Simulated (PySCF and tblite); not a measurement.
2 E/Z isomers of C8H10N2, numbered alike:

```tsv
isomer	SMILES	descriptors
A	[CH3:1][C:2]([CH3:3])([CH3:4])/[C:5]([C:6]#[N:7])=[CH:8]/[C:9]#[N:10]	5=8 Z
B	[CH3:1][C:2]([CH3:3])([CH3:4])/[C:5]([C:6]#[N:7])=[CH:8]\[C:9]#[N:10]	5=8 E
```

Each isomer is a Boltzmann average at 298.15 K over at most 3 conformers: GFN2-xTB geometries, energies PBE0/pcSseg-1 (D3(BJ) added where defined), GIAO shieldings PBE0/pcSseg-1, GFN2-xTB thermal terms. Programs: PySCF with density fitting and tblite.

Task: What shifts does each isomer give (ppm)?

Result: 
A: ¹H (against TMS): 5.76 (H8, 1H), 1.27 (H1/H3/H4, 9H). ¹³C (against TMS): 155.5 (C5), 121.2 (C6), 120.3 (C9), 115.5 (C8), 40.3 (C2), 30.0 (C1/C3/C4). ¹⁵N (against NH3): 342.0 (N7), 337.5 (N10).

B: ¹H (against TMS): 6.10 (H8, 1H), 1.50 (H1/H3/H4, 9H). ¹³C (against TMS): 156.0 (C5), 123.6 (C6), 121.1 (C9), 117.5 (C8), 40.0 (C2), 30.9 (C1/C3/C4). ¹⁵N (against NH3): 351.4 (N10), 336.1 (N7).

Unscaled ¹⁵N shifts at such levels can be off by tens of ppm; differences between conformers or isomers are more reliable. Shifts are unscaled: against experiment ¹³C can be off by 15 ppm or more and ¹H by 0.8 ppm.


¹⁵N shifts are against a computed isolated NH3 molecule, about 20 ppm from the liquid.